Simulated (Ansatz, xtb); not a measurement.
Species: ReO, net charge 0, sextet state. The spin state was set by rule; other spins were not relaxed. 
Structure (B3LYP-D3(BJ)/def2-TZVP (Ansatz, an electronic-structure program) minimum search):
SMILES: [O]=[Re]
```xyz
2

Re     0.0000     0.0000    -0.1682
O      0.0000     0.0000     1.5769
```
Charge 0, spin multiplicity 6.

Harmonic wavenumbers from GFN2-xTB (xtb, at its own minimum), cm⁻¹: 750.

**Question.** Give the harmonic wavenumbers at B3LYP-D3(BJ)/def2-TZVP (Ansatz, finite differences of forces, unscaled).

**Answer.** 922 cm⁻¹. Zero-point energy 1.3 kcal/mol.

**Question.** From these and the geometry, give the ideal-gas thermochemistry at 298.15 K and 1 atm (rigid rotor, harmonic oscillator).

**Answer.** Point group C∞v, rotational symmetry number 1. Rotational constants 11.26, 11.26 GHz. S(trans) 41.82, S(rot) 14.53, S(vib) 0.13, S(elec, spin only) 3.56, S 60.0 cal/(mol K). H(298) - H(0) 2.10 kcal/mol; G - E(el) -14.5 kcal/mol.
